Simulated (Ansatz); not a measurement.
# One arrangement of a pair

The pair of F⁻ (SMILES [F-], atom 1) and CH4 (SMILES C, atoms 2–6), both closed shells, in one local arrangement (a lower one may exist), relaxed at PBE0-D4/def2-TZVPD:

F1  (-1.065, 0.260, -2.181)
C2  (0.211, -0.051, 0.431)
H3  (-0.428, 0.360, 1.220)
H4  (1.171, 0.474, 0.452)
H5  (-0.277, 0.068, -0.568)
H6  (0.389, -1.110, 0.645)
(Å)

Program: Ansatz 0.2.0. Basis: def2-TZVPPD, with def2-QZVPPD for the basis limit. Cores are frozen in the correlated methods. B3LYP uses VWN-RPA correlation. Extrapolation: Hartree–Fock as exp(−7.88 √X), correlation as X^−2.97. Interaction energies count from these two fragments, frozen as in the pair, with the counterpoise correction; negative means bound.

Q: What is the interaction energy by CCSD(T) at an estimated basis limit (MP2 extrapolated from triple and quadruple zeta, plus CCSD(T) − MP2 in triple zeta)? (Judge from chemistry; the value comes from the calculation.)

A: By the calculation: -7.17 kcal/mol. Hartree–Fock alone gives -4.68 kcal/mol at the basis limit. It counts from the two fragments frozen as in the pair.

The same quantity by other methods in triple zeta, and each one's difference from that estimate:
```json
{"method": "PBE-D4", "E_int (kcal/mol)": "-8.13", "difference": "-0.96"}
{"method": "revPBE-D4", "E_int (kcal/mol)": "-7.17", "difference": "0.00"}
{"method": "BLYP-D4", "E_int (kcal/mol)": "-7.06", "difference": "0.11"}
{"method": "r2SCAN-D4", "E_int (kcal/mol)": "-8.04", "difference": "-0.87"}
{"method": "B97M-V", "E_int (kcal/mol)": "-7.66", "difference": "-0.49"}
{"method": "PBE0-D4", "E_int (kcal/mol)": "-8.00", "difference": "-0.83"}
{"method": "B3LYP-D4", "E_int (kcal/mol)": "-7.37", "difference": "-0.20"}
{"method": "HSE06-D4", "E_int (kcal/mol)": "-8.01", "difference": "-0.84"}
{"method": "wB97X-V", "E_int (kcal/mol)": "-6.96", "difference": "0.21"}
{"method": "wB97M-V", "E_int (kcal/mol)": "-7.19", "difference": "-0.01"}
{"method": "B2PLYP", "E_int (kcal/mol)": "-6.52", "difference": "0.65"}
{"method": "HF", "E_int (kcal/mol)": "-4.62", "difference": "2.55"}
{"method": "MP2", "E_int (kcal/mol)": "-6.20", "difference": "0.97"}
{"method": "CCSD", "E_int (kcal/mol)": "-6.22", "difference": "0.95"}
{"method": "CCSD(T)", "E_int (kcal/mol)": "-6.54", "difference": "0.63"}
```
Differences are method less estimate.

Q: Which atoms make the shortest contact between the fragments?

A: F1 and H5, 1.81 Å apart.

Energy to bend the free fragments (PBE0-D4 minima) into their shapes in the pair, CCSD(T)/def2-TZVPPD: CH4 0.44 kcal/mol. This must be added to the interaction energy to get the binding energy from relaxed fragments.

Basis-set superposition shift (counterpoise-corrected less uncorrected): CCSD(T) 0.63; MP2 0.62; HF 0.03; PBE0-D4 0.04; wB97M-V 0.04 kcal/mol.

The T1 diagnostic stays at or below 0.023.

For scale, one of the runs: CCSD(T)/def2-TZVPPD, 145 basis functions, launched by `ansatz run in.yaml --threads 2 --pin off --events-out ev --progress --plain --max-ram 5222MiB`. The run took 6.5 s on 2 CPU threads of an Intel Xeon Platinum 8488C (shared host), with 0.67 GiB of host memory at its peak.
